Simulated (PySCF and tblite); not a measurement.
Results of a calculation; reference values are marked as such.
Stationary points of C5H7BrF (charge +1) at GFN2-xTB, in Å:

Structure A

```
 1 C    -2.239    0.425   -0.143
 2 C    -1.142    0.072   -1.018
 3 C     0.190   -0.146   -0.705
 4 C     0.834   -0.087    0.519
 5 Br    0.016    0.326    2.136
 6 C     2.291   -0.361    0.632
 7 F     2.847   -0.655   -0.564
 8 H    -2.029    1.354    0.401
 9 H    -2.360   -0.314    0.658
10 H    -3.175    0.528   -0.685
11 H    -1.379   -0.041   -2.072
12 H     0.844   -0.404   -1.533
13 H     2.823    0.512    1.044
14 H     2.479   -1.211    1.308
```

Structure B

```
 1 C    -1.448    0.996   -0.499
 2 C    -1.119   -0.378   -0.803
 3 C    -0.205   -1.213   -0.187
 4 C     0.885   -0.907    0.612
 5 Br    1.652   -2.256    1.643
 6 C     1.617    0.388    0.661
 7 F     1.262    1.227   -0.343
 8 H    -1.037    1.373    0.432
 9 H    -2.530    1.146   -0.542
10 H    -1.068    1.622   -1.321
11 H    -1.732   -0.848   -1.565
12 H    -0.374   -2.276   -0.339
13 H     1.429    0.902    1.618
14 H     2.701    0.223    0.581
```

Structure C

```
 1 C    -1.791    0.852   -0.298
 2 C    -1.146   -0.335   -0.896
 3 C    -0.061   -0.940   -0.419
 4 C     0.791   -0.662    0.692
 5 Br    0.519   -1.461    2.331
 6 C     1.976    0.200    0.540
 7 F     2.056    0.723   -0.699
 8 H    -1.320    1.167    0.628
 9 H    -2.845    0.637   -0.119
10 H    -1.760    1.670   -1.019
11 H    -1.604   -0.724   -1.795
12 H     0.327   -1.817   -0.952
13 H     1.945    1.036    1.263
14 H     2.914   -0.347    0.744
```

Geometries: GFN2-xTB; energies: PBE0/pcSseg-1 + D3(BJ); zero-point and thermal terms from GFN2-xTB harmonic modes (soft modes blended into free rotors).

Problem. Which structure is a saddle point, and along which motion?

Solution. C: one imaginary mode (510i cm⁻¹ at GFN2-xTB, mostly on H12), along the rotation about the C3–C4 bond (torsion C2–C3–C4–Br5 from 0° to 164°, rising).

Problem. Give their symmetry and energies above the lowest.

Solution. A Cs, 0.0 kcal/mol; B C1, 3.1 kcal/mol; C C1, 22.1 kcal/mol.

The ion is treated without a counter-ion. Spin–orbit effects of heavy atoms on shieldings are missing.
